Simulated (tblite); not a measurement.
Species: C3H9FSSi.
SMILES with atom numbers: `[CH3:1][S:2][C@@H:3]([CH3:4])[SiH2:5][F:6]` (hydrogens: H7, H8, H9 on C1; H10 on C3; H11, H12, H13 on C4; H14, H15 on Si5)

Structure used (GFN2-xTB), in Å, numbered top down from 1:
```
atom  x, y, z in Å
C1    -2.3411    0.4122   -0.6649
S2    -0.6507    0.9963   -0.9913
C3     0.2786    0.0693    0.2927
C4     0.4068   -1.4026   -0.0700
Si5    1.9636    0.9369    0.5052
F6     2.7195    0.1231    1.6776
H7    -2.4327   -0.6371   -0.9298
H8    -2.9979    1.0081   -1.2899
H9    -2.5821    0.5679    0.3830
H10   -0.3108    0.1749    1.2081
H11    0.9946   -1.9191    0.6873
H12   -0.5685   -1.8841   -0.1311
H13    0.9051   -1.5129   -1.0310
H14    1.8103    2.2918    1.0036
H15    2.8009    0.7832   -0.6714
```

Level: GFN2-xTB in tblite, geometry and Hessian alike; calculated harmonic values, unscaled, isolated species. Errors from tens to a few hundred cm⁻¹ against measured bands are possible. Modes of hydrogen on silicon can be 10 to 20 % off. One conformer, not necessarily the lowest.

Harmonic wavenumbers (cm⁻¹): 38.4, 48.0, 116.9, 137.6, 200.4, 206.8, 222.7, 295.8, 325.7, 510.4, 563.5, 644.0, 703.2, 724.8, 747.1, 757.9, 812.8, 936.7, 941.5, 994.6, 1043.7, 1082.1, 1158.2, 1261.5, 1314.6, 1410.5, 1447.5, 1456.1, 1493.3, 1502.2, 2356.0, 2368.5, 2921.2, 3007.1, 3018.4, 3020.6, 3026.5, 3032.8, 3060.4.

A = 4709, B = 1160, C = 1020 MHz; mass 124.018 u (most abundant isotopes); point group C1, symmetry number 1.

Task: What is the zero-point energy?

Result: ½Σν̃ = 24455 cm⁻¹ = 292.55 kJ/mol.

Task: Entropy at 500 K, 1 bar (ideal gas, RRHO, classical rotation)?

Result: Translation 179.72, rotation 125.47, vibration 190.48: S = 495.7 J/(mol K).

Task: And Cp and H(500 K) − H(0)?

Result: Cp = 198.80 J/(mol K), of which vibrations give 165.54 (their classical limit is 39 R = 324.3); H(500 K) − H(0) = 62.66 kJ/mol without the zero-point energy, 46.03 from vibrations.

Task: Which modes carry the vibrational entropy at 500 K?

Result: 38.4 cm⁻¹: 26.63; 48.0 cm⁻¹: 24.78; 116.9 cm⁻¹: 17.41; 137.6 cm⁻¹: 16.07; 200.4 cm⁻¹: 13.01; 206.8 cm⁻¹: 12.75 J/(mol K); the other 33 give 79.82 together.

Task: How do the functions run with temperature in this model?

Result: 
```
 T (K)  S (J/(mol K))  Cp (J/(mol K))  H − H(0) (kJ/mol)  G − H(0) (kJ/mol)  ln q(vib)
   150          326.9            95.9               9.97             -39.07       3.44
   250          383.5           128.4              21.18             -74.69       6.00
298.15          407.4           144.0              27.74             -93.74       7.18
   400          454.1           174.1              43.98            -137.65       9.58
   600          533.8           219.2              83.59            -236.67      14.01
   900          631.7           263.2             156.47            -412.03      20.01
```

q(vib) and H(0) count from the zero-point level.

Task: What must be added to the electronic energy to get the Gibbs energy at 500 K and 1 bar?

Result: ZPE + [H(500 K) − H(0)] − T·S = 292.55 + 62.66 − 247.83 = 107.38 kJ/mol.

Hindered rotation and anharmonicity are outside this model. Other conformers, if any are populated, would add a mixing term that is left out. The structure is chiral; the term R ln 2 for an equal mix with its mirror image is left out.

The run took 0.46 s of wall time on one thread of an Arm Neoverse V1 (shared host). This covers the Hessian and the dipole derivatives.
